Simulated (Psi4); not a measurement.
dimethyl selenide (C$_{2}$H$_{6}$Se), singlet, geometry from GFN2-xTB; BHHLYP/def2-TZVP run with Psi4 1.11.

Here is a job for Psi4.
```
memory 2 GB

molecule {
0 1
  C     1.42745564   -0.35252996    0.80410118
  Se    0.01857231    0.17766848   -0.43947715
  C    -1.49174355   -0.26246801    0.71714532
  H     1.32047632   -1.40944573    1.03668694
  H     2.38153568   -0.17314924    0.31701118
  H     1.35160354    0.24752203    1.70786870
  H    -1.46408325   -1.32353763    0.95374167
  H    -2.40230747   -0.02556005    0.17451211
  H    -1.43295603    0.33343014    1.62492343
}

set basis def2-tzvp
set scf_type pk
set puream true
set d_convergence 1e-8
set dft_radial_points 99
set dft_spherical_points 590

energy('bhhlyp')
print_variables()
```

Task: What does Psi4 print? Leave out banner, timings and long lists.

Result: 
```
   => Loading Basis Set <=

    Name: DEF2-TZVP
    Role: ORBITAL
    Keyword: BASIS

         ---------------------------------------------------------
                                   SCF
               by Justin Turney, Rob Parrish, Andy Simmonett
                          and Daniel G. A. Smith
                              RKS Reference
         ---------------------------------------------------------

  ==> Geometry <==

    Molecular point group: c1
    Full point group: C1

    Geometry (in Angstrom), charge = 0, multiplicity = 1:

       Center              X                  Y                   Z               Mass
    ------------   -----------------  -----------------  -----------------  -----------------
         C            1.423225822371    -0.392993726144     0.904191532274    12.000000000000
         SE           0.014342492371     0.137204713856    -0.339386797726    79.916521800000
         C           -1.495973367629    -0.302931776144     0.817235672274    12.000000000000
         H            1.316246502371    -1.449909496144     1.136777292274     1.007825032230
         H            2.377305862371    -0.213613006144     0.417101532274     1.007825032230
         H            1.347373722371     0.207058263856     1.807959052274     1.007825032230
         H           -1.468313067629    -1.364001396144     1.053832022274     1.007825032230
         H           -2.406537287629    -0.066023816144     0.274602462274     1.007825032230
         H           -1.437185847629     0.292966373856     1.725013782274     1.007825032230

  Running in c1 symmetry.

  Rotational constants: A =      0.37828  B =      0.22833  C =      0.15058 [cm^-1]
  Rotational constants: A =  11340.51031  B =   6845.30745  C =   4514.38626 [MHz]
  Nuclear repulsion =  186.343255229806800

  Charge       = 0
  Multiplicity = 1
  Electrons    = 52
  Nalpha       = 26
  Nbeta        = 26

  ==> Algorithm <==

  SCF Algorithm Type is PK.
  DIIS enabled.
  MOM disabled.
  Fractional occupation disabled.
  Guess Type is SAD.
  Energy threshold   = 1.00e-06
  Density threshold  = 1.00e-08
  Integral threshold = 1.00e-12

  ==> Primary Basis <==

  Basis Set: DEF2-TZVP
    Blend: DEF2-TZVP
    Number of shells: 62
    Number of basis functions: 146
    Number of Cartesian functions: 163
    Spherical Harmonics?: true
    Max angular momentum: 3

  ==> DFT Potential <==

   => LibXC <=

    Version 7.1.2
    S. Lehtola, C. Steigemann, M. J. T. Oliveira, and M. A. L. Marques,  SoftwareX 7, 1–5 (2018) (10.1016/j.softx.2017.11.002)

   => Composite Functional: BHANDHLYP <=

    BHandHLYP Hyb-GGA Exchange-Correlation Functional

    A. D. Becke,  J. Chem. Phys. 98, 1372 (1993) (10.1063/1.464304)
    Defined through Gaussian implementation.

    Deriv               =              1
    GGA                 =           TRUE
    Meta                =          FALSE

    Exchange Hybrid     =           TRUE
    MP2 Hybrid          =          FALSE

   => Exchange Functionals <=

    0.5000         Becke 88

   => Exact (HF) Exchange <=

    0.5000               HF

   => Correlation Functionals <=

    1.0000   Lee, Yang & Parr

   => LibXC Density Thresholds  <==

    XC_HYB_GGA_XC_BHANDHLYP:  1.00E-15

   => Molecular Quadrature <=

    Radial Scheme          =       TREUTLER
    Pruning Scheme         =           NONE
    Nuclear Scheme         =       TREUTLER

    Blocking Scheme        =         OCTREE
    BS radius alpha        =              1
    Pruning alpha          =              1
    Radial Points          =             99
    Spherical Points       =            590
    Total Points           =         497167
    Total Blocks           =           3521
    Max Points             =            256
    Max Functions          =            144
    Weights Tolerance      =       1.00E-15

  ==> Integral Setup <==

  Using in-core PK algorithm.
   Calculation information:
      Number of atoms:                   9
      Number of AO shells:              62
      Number of primitives:            115
      Number of atomic orbitals:       163
      Number of basis functions:       146

      Integral cutoff                 1.00e-12
      Number of threads:                 1

  Performing in-core PK
  Using 115165092 doubles for integral storage.
  We computed 1736068 shell quartets total.
  Whereas there are 1908081 unique shell quartets.

  ==> DiskJK: Disk-Based J/K Matrices <==

    J tasked:                  Yes
    K tasked:                  Yes
    wK tasked:                  No
    Schwarz Cutoff:          1E-12

  Minimum eigenvalue in the overlap matrix is 1.1084108505E-03.
  Reciprocal condition number of the overlap matrix is 1.5409827677E-04.
    Using symmetric orthogonalization.

  ==> Pre-Iterations <==

  SCF Guess: Superposition of Atomic Densities via on-the-fly atomic UHF (no occupation information).

   -------------------------
    Irrep   Nso     Nmo
   -------------------------
     A        146     146
   -------------------------
    Total     146     146
   -------------------------

  ==> Iterations <==

                        Total Energy        Delta E     RMS |[F,P]|

   @RKS iter SAD: -2478.15418895750418   -2.47815e+03   0.00000e+00
   @RKS iter   1: -2480.64764590309869   -2.49346e+00   1.35749e-02 ADIIS/DIIS
   @RKS iter   2: -2480.86943019005275   -2.21784e-01   1.17922e-02 ADIIS/DIIS
   @RKS iter   3: -2481.33272382614268   -4.63294e-01   3.81941e-04 ADIIS/DIIS
   @RKS iter   4: -2481.33389757791701   -1.17375e-03   1.47039e-04 ADIIS/DIIS
   @RKS iter   5: -2481.33413662156545   -2.39044e-04   2.31233e-05 DIIS
   @RKS iter   6: -2481.33414103917676   -4.41761e-06   1.20574e-05 DIIS
   @RKS iter   7: -2481.33414270101139   -1.66183e-06   1.10355e-06 DIIS
   @RKS iter   8: -2481.33414272488517   -2.38738e-08   1.98113e-07 DIIS
   @RKS iter   9: -2481.33414272555683   -6.71662e-10   3.05916e-08 DIIS
   @RKS iter  10: -2481.33414272557502   -1.81899e-11   9.28512e-09 DIIS
  Energy and wave function converged.

  ==> Post-Iterations <==

   Electrons on quadrature grid:
      Ntotal   =   52.0000020373 ; deviation = 2.037e-06

    Orbital Energies [Eh]
    ---------------------

    Doubly Occupied:

[...]
    Virtual:

[...]
    Final Occupation by Irrep:
              A
    DOCC [    26 ]
    NA   [    26 ]
    NB   [    26 ]

  @RKS Final Energy: -2481.33414272557502

   => Energetics <=

    Nuclear Repulsion Energy =            186.3432552298068003
    One-Electron Energy =               -3821.6117911378751160
    Two-Electron Energy =                1205.1763118124088123
    DFT Exchange-Correlation Energy =     -51.2419186299155314
    Empirical Dispersion Energy =           0.0000000000000000
    VV10 Nonlocal Energy =                  0.0000000000000000
    Total Energy =                      -2481.3341427255754752

Computation Completed

Properties will be evaluated at   0.000000,   0.000000,   0.000000 [a0]

Properties computed using the SCF density matrix

 Multipole Moments:

 ------------------------------------------------------------------------------------
     Multipole            Electronic (a.u.)      Nuclear  (a.u.)        Total (a.u.)
 ------------------------------------------------------------------------------------

 L = 1.  Multiply by 2.5417464519 to convert [e a0] to [Debye]
 Dipole X            :          0.3911492           -0.4156465           -0.0244973
 Dipole Y            :          3.7418541           -3.9762026           -0.2343485
 Dipole Z            :         -9.2557746            9.8354543            0.5796797
 Magnitude           :                                                    0.6257378

 ------------------------------------------------------------------------------------

  Variable Map:
  ----------------------------------------------------------------------------
[...]
  Array Variable Map:
  ----------------------------------------------------------------------------
[...]
[...]
```
